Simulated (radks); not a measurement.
The arsenic ion As+, configuration [Ar] 3d10 4s2 4p2 (the NIST ground configuration).

Calculated with a radial shooting solver on a logarithmic mesh with Libxc functionals: scalar-relativistic Kohn-Sham, r2SCAN, spin-polarised, spherical densities, finite nucleus; open shells are filled with parallel spins first; meta-GGA in the generalised Kohn-Sham scheme; Fermi nuclear charge, rms radius 4.0968 fm.

Energy parts (hartree):
part                       energy
total                 -2260.86972
kinetic                2304.48158
electron-nucleus      -5438.46070
Hartree                 956.84424
exchange-correlation    -83.73485

Orbitals (lengths in bohr, moments of r in powers of bohr; r(max) is where P^2 peaks):
1s up: occ. 1; eigenvalue (hartree) -432.2279; r(max) 0.02974
1s down: occ. 1; eigenvalue (hartree) -432.2227; r(max) 0.02974
2s up: occ. 1; eigenvalue (hartree) -55.46328; r(max) 0.1699
2s down: occ. 1; eigenvalue (hartree) -55.46287; r(max) 0.1699
2p up: occ. 3; eigenvalue (hartree) -48.60338; r(max) 0.1363
2p down: occ. 3; eigenvalue (hartree) -48.59981; r(max) 0.1364
3s up: occ. 1; eigenvalue (hartree) -7.55173; r(max) 0.5209
3s down: occ. 1; eigenvalue (hartree) -7.54756; r(max) 0.5210
3p up: occ. 3; eigenvalue (hartree) -5.40251; r(max) 0.5209
3p down: occ. 3; eigenvalue (hartree) -5.39755; r(max) 0.5210
3d up: occ. 5; eigenvalue (hartree) -1.88609; r(max) 0.4790
3d down: occ. 5; eigenvalue (hartree) -1.87753; r(max) 0.4790
4s up: occ. 1; eigenvalue (hartree) -0.91449; r(max) 1.609
4s down: occ. 1; eigenvalue (hartree) -0.82138; r(max) 1.592
4p up: occ. 2; eigenvalue (hartree) -0.53042; r(max) 1.902
4p down: occ. 0; eigenvalue (hartree) -0.42807; r(max) 1.865

The highest occupied level is 4p up at -14.434 eV. The density falls to 0.001 e/bohr^3 at r = 3.92 bohr. The spin density at the nucleus is -1.025 e/bohr^3 (1s -0.266, 2s 0.156, 3s 0.300, 4s -1.215). Spin moment in Bohr magnetons: 2. The electron density at the nucleus is 3.598e+04 e/bohr^3 (large components only).
